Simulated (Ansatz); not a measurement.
`BrBBr` and `[Br][GaH][Br]` differ in one element.

Ansatz, PBE0-D4/def2-TZVP geometries, multiplicity 1. 

Scalar relativity is left out up to krypton.

```csv
property,`BrBBr`
HOMO–LUMO gap (PBE/def2-TZVPP) / eV,4.33
zero-point energy (PBE0-D4/def2-TZVP) / kJ/mol,36.3
HOMO–LUMO gap (B3LYP/def2-TZVPP) / eV,6.06
HOMO energy (PBE0/def2-TZVPP) / eV,-8.54
HOMO energy (PBE/def2-TZVPP) / eV,-7.26
HOMO–LUMO gap (PBE0/def2-TZVPP) / eV,6.50
```

Q: Give the same properties after the change, and the shifts. (An estimate is asked.)

A: The calculation gave: 
| property | `[Br][GaH][Br]` | shift |
| --- | --- | --- |
| HOMO–LUMO gap (PBE/def2-TZVPP) / eV | 4.61 | 0.28 |
| zero-point energy (PBE0-D4/def2-TZVP) / kJ/mol | 22.6 | -13.7 |
| HOMO–LUMO gap (B3LYP/def2-TZVPP) / eV | 6.11 | 0.05 |
| HOMO energy (PBE0/def2-TZVPP) / eV | -8.51 | 0.03 |
| HOMO energy (PBE/def2-TZVPP) / eV | -7.24 | 0.02 |
| HOMO–LUMO gap (PBE0/def2-TZVPP) / eV | 6.63 | 0.13 |

B3LYP here is the variant with VWN-RPA as its local correlation; programs differ in this.

Spin–orbit coupling is left out; it splits and shifts lone-pair levels of the heavy atoms by tenths of an eV.
